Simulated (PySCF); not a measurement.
Br₂ClGeH. Atoms are numbered in the order given.

```xyz
5

Ge     0.5160    -0.3907     0.0000
Cl    -0.4099    -2.3402     0.0000
Br    -0.1655     0.7548    -1.8830
Br    -0.1655     0.7548     1.8830
H      2.0403    -0.5461     0.0000
```

Geometry optimised at B3LYP-D3(BJ)/def2-SVP.

Computed with PySCF with PBE/pcSseg-1.

GIAO shieldings, no solvent; atoms alike by connectivity are averaged. δ = σ(ref) − σ: ⁷³Ge against GeH4 (σ = 1614.4 ppm); ³⁵Cl against HCl (σ = 936.5 ppm); ¹H against TMS (σ = 31.49 ppm), references at their B3LYP-D3(BJ)/def2-TZVP geometries, non-relativistic (without spin–orbit terms, shifts of atoms bonded to Cl or Br come out too high).

| nucleus | atoms | count | δ (ppm) |
|---|---|---|---|
| ⁷³Ge | Ge1 | 1 | 522.3 |
| ³⁵Cl | Cl2 | 1 | 248.4 |
| ¹H | H5 | 1 | 8.01 |
